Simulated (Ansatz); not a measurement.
Start from `[OH][GeH2][SnH3]` and change one atom or group to get `[BH2][GeH2][OH]`.

Ansatz, PBE0-D4/def2-TZVP geometries, multiplicity 1. Each molecule was computed in one conformer, which needn't be the lowest.

Elements past krypton have def2 core potentials. Scalar relativity is left out up to krypton.

```
                                                                                  property  `[OH][GeH2][SnH3]`
                                                     LUMO energy (ωB97M-V/def2-TZVPP) / eV                1.14
                                                       HOMO–LUMO gap (PBE/def2-TZVPP) / eV                5.04
                                                      HOMO–LUMO gap (PBE0/def2-TZVPP) / eV                7.04
                                                        HOMO energy (PBE0/def2-TZVPP) / eV               -7.54
ideal-gas entropy at 298 K and 1 bar (rigid rotor, harmonic PBE0-D4/def2-TZVP) / J/(mol·K)                 363
                                        size of the dipole moment (ωB97M-V/def2-TZVPP) / D                1.31
```

(1) What does the change do to each property? (Best estimate.)

## Answers

(1) Ansatz gave: 
```tsv
property	`[BH2][GeH2][OH]`	shift
LUMO energy (ωB97M-V/def2-TZVPP) / eV	-0.54	-1.68
HOMO–LUMO gap (PBE/def2-TZVPP) / eV	3.14	-1.90
HOMO–LUMO gap (PBE0/def2-TZVPP) / eV	5.74	-1.30
HOMO energy (PBE0/def2-TZVPP) / eV	-8.24	-0.70
ideal-gas entropy at 298 K and 1 bar (rigid rotor, harmonic PBE0-D4/def2-TZVP) / J/(mol·K)	312	-51
size of the dipole moment (ωB97M-V/def2-TZVPP) / D	1.11	-0.20
```

With PBE0 the HOMO falls by 0.70 eV and the LUMO falls by 2.00 eV, so the gap narrows by about 1.30 eV. PBE moves the HOMO by -0.32 eV and ωB97M-V by -0.96 eV. The zero-point energy changes by -1.6 kJ/mol with -3 modes. Dipoles are sizes alone; their direction can turn. Modes under 60 cm⁻¹, often nearly free rotors, make the harmonic entropy too high.
